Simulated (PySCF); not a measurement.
Compound: MgMe(CN), C2H3MgN.
Cartesian coordinates in Å at the PBE0-D3(BJ)/def2-SVP level; atoms count from 1:
```xyz
7
C2H3MgN angstrom
Mg    -0.0096   -0.0144   -0.6053
C      0.0353    0.0498    1.4689
H      0.8102    0.7437    1.8362
H      0.2518   -0.9397    1.9054
H     -0.9278    0.3870    1.8877
C     -0.0592   -0.0834   -2.6656
N     -0.1008   -0.1429   -3.8272
```

Computed with delta-SCF UKS SCAN, pcX-2 on the ionised atom, pcseg-1 elsewhere, spin-free X2C (PySCF). Binding energies are ΔSCF values: E(core-ionised, relaxed orbitals) − E(ground state) at a fixed geometry, referred to the vacuum level.

Some binding energies are withheld.

| atom(s) | bonded to | level | binding energy (eV) |
| --- | --- | --- | --- |
| C2 | 3 H and Mg | C 1s | ? |
| C6 | N and Mg | C 1s | 290.83 |
| N7 | C | N 1s | 404.73 |
| Mg1 | 2 C | Mg 1s | ? |

Problem. Fill in C 1s for C2.

Solution. 289.67 eV (carbon bonded to Mg and 3 H). The other listed C 1s value is that of C6; the shift against it is -1.16 eV.

Problem. Fill in Mg 1s for Mg1.

Solution. 1312.08 eV (magnesium bonded to 2 C).

The listed C 1s values span 1.16 eV, from C2 (bonded to 3 H and Mg) to C6 (bonded to N and Mg).

Problem. Give the binding energy of C 1s of C6 in hartree and in kJ/mol.

Solution. 290.83 eV = 10.6878 Eh = 28061 kJ/mol.

Geometry: PBE0-D3(BJ)/def2-SVP; no solvent, vibrations or thermal averaging.

On x86-64 server, one thread, on a shared host, this took 9.3 s.
